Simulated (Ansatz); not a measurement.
Correlation energies of C3H4Si by basis set

Cartesian coordinates in Å:
```
C 1.005 0.301 0.181
C 0.386 1.219 -0.544
Si -0.787 -0.235 -0.141
C 0.777 -0.871 0.753
H 0.702 1.649 -1.484
H -1.871 0.074 0.811
H -1.166 -0.981 -1.356
H 0.954 -1.155 1.781
```

The species carries charge 0 and has multiplicity 1. The bonds changed during the relaxation, so this is another structure than the one it started from. All single points use the PBE0-D4/def2-TZVP geometry. Frozen core, restricted reference, Ansatz. CBS rows extrapolate triple and quadruple zeta; past MP2 they add the triple-zeta difference.

| basis | HF (Eh) | MP2 corr. |
| --- | --- | --- |
| def2-SVP | -404.52019 | -0.49251 |
| def2-TZVPP | -404.75949 | -0.59603 |
| def2-QZVPP | -404.77385 | -0.63456 |

Q: Estimate the CCSD correlation energy and the (T) correction in each basis where they were run (hartree).

A: 
| basis | CCSD corr. | (T) |
| --- | --- | --- |
| def2-SVP | -0.52230 | -0.02512 |
| def2-TZVPP | -0.61844 | -0.03497 |
| CBS(def2) | -0.68551 | as TZ |
